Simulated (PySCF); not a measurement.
Al(All)(Cl)(H) (C3H6AlCl), SMILES C(=C)[CH2][AlH][Cl].

Coordinates come from a PBE-D3(BJ)/def2-SVP optimisation. The structure was generated by enumeration; whether it is a known compound was not checked. The values are those of a single conformer.

Level of theory: PBE-D3(BJ)/def2-SVP (PySCF).

Frequencies are harmonic and unscaled.

```
mode  ν (cm⁻¹)  IR (km/mol)  moving atoms (share of kinetic energy)
----  --------  -----------  --------------------------------------
1           71          4.0          C 64 %, H 18 %, Al 9 %, Cl 8 %
2          137          8.7         Al 50 %, C 22 %, Cl 20 %, H 8 %
3          152          3.5        C 31 %, Cl 27 %, Al 26 %, H 16 %
4          335          1.1                          H 52 %, C 41 %
5          418          7.5                          H 51 %, C 44 %
6          437         10.9                  H 76 %, Al 12 %, C 9 %
7          467         20.8        Al 27 %, Cl 27 %, H 26 %, C 20 %
8          566         27.7        Al 42 %, H 24 %, C 21 %, Cl 13 %
9          600        146.2                         H 80 %, Al 14 %
10         677         46.4                          H 81 %, C 15 %
11         737         53.2                          H 65 %, C 32 %
12         812         61.8                          H 77 %, C 22 %
13         871        109.2                          H 74 %, C 26 %
14         908          4.2                          H 86 %, C 14 %
15         985          7.4                          C 54 %, H 45 %
16        1005         19.4                          H 83 %, C 17 %
17        1168         18.5                          H 52 %, C 48 %
18        1253          4.6                          H 76 %, C 24 %
19        1356          1.7                          H 87 %, C 13 %
20        1404          9.4                          H 77 %, C 23 %
21        1552         56.2                          C 80 %, H 20 %
22        1929        108.2                                  H 96 %
23        3041          0.8                                  H 95 %
24        3070          1.4                           H 92 %, C 8 %
25        3073          2.2                                  H 95 %
26        3155          0.2                          H 90 %, C 10 %
27        3183          0.2                          H 89 %, C 11 %
```
